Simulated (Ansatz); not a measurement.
Ge4O9H2⁺. Total charge 1; doublet. Geometry PBE-D4/def2-SVP, that of the neutral singlet; atoms count from 1.

```xyz
15

Ge    0.5870    0.4558   -0.6515
Ge   -1.3629    0.4792    0.9783
Ge    3.0690   -1.3612   -0.0531
Ge   -2.0986    1.2650   -1.9147
O     4.6828   -1.6215   -0.2069
O    -0.3255    0.9669   -2.1023
O    -3.0973    1.7388   -3.1285
O     2.2572    0.0272   -0.9332
O    -2.6078    0.9626   -0.2130
O     1.8358   -2.1966    0.8779
O    -2.0940    0.2805    2.5542
O    -0.4219   -0.8787    0.1531
O     0.0803    1.5727    0.7031
H     0.9133   -1.8495    0.6861
H    -1.4172    0.1588    3.2504
```

The structure comes from a short search, and lower isomers may exist.

Q: Estimate the Mulliken populations from the PBE0/def2-SVP orbitals of Ansatz.

A: 
```json
{"atom": "Ge1", "charge (e)": "1.20", "spin (α − β)": "-0.01"}
{"atom": "Ge2", "charge (e)": "1.17", "spin (α − β)": "0.00"}
{"atom": "Ge3", "charge (e)": "1.14", "spin (α − β)": "-0.05"}
{"atom": "Ge4", "charge (e)": "1.16", "spin (α − β)": "-0.05"}
{"atom": "O5", "charge (e)": "-0.24", "spin (α − β)": "0.53"}
{"atom": "O6", "charge (e)": "-0.58", "spin (α − β)": "0.01"}
{"atom": "O7", "charge (e)": "-0.24", "spin (α − β)": "0.54"}
{"atom": "O8", "charge (e)": "-0.58", "spin (α − β)": "0.01"}
{"atom": "O9", "charge (e)": "-0.58", "spin (α − β)": "0.01"}
{"atom": "O10", "charge (e)": "-0.38", "spin (α − β)": "0.00"}
{"atom": "O11", "charge (e)": "-0.35", "spin (α − β)": "0.00"}
{"atom": "O12", "charge (e)": "-0.66", "spin (α − β)": "0.00"}
{"atom": "O13", "charge (e)": "-0.57", "spin (α − β)": "0.00"}
{"atom": "H14", "charge (e)": "0.26", "spin (α − β)": "0.00"}
{"atom": "H15", "charge (e)": "0.25", "spin (α − β)": "0.00"}
```
Mulliken values and Mayer orders depend strongly on the basis.

Q: Where does the spin sit?

A: Summed by element: Ge -0.10, O 1.10, H 0.00, of 1 unpaired in all. Largest on single atoms: O7 0.54, O5 0.53, Ge4 -0.05.

Q: And the Mayer bond orders between bonded heavy atoms (over 0.3)?

A: Ge1–O6 0.90 (1.79 Å); Ge1–O8 1.02 (1.75 Å); Ge1–O12 0.81 (1.86 Å); Ge1–O13 0.95 (1.83 Å); Ge2–O9 0.87 (1.79 Å); Ge2–O11 1.21 (1.75 Å); Ge2–O12 0.80 (1.85 Å); Ge2–O13 0.88 (1.83 Å); Ge3–O5 1.62 (1.64 Å); Ge3–O8 0.89 (1.83 Å); Ge3–O10 1.22 (1.76 Å); Ge4–O6 0.99 (1.81 Å); Ge4–O7 1.62 (1.64 Å); Ge4–O9 1.03 (1.80 Å). Values over 0.3 also appear between atoms too far apart for a bond (O5–O7 0.34 at 8.96 Å); they arise where an orbital or an unpaired electron spreads over both atoms.
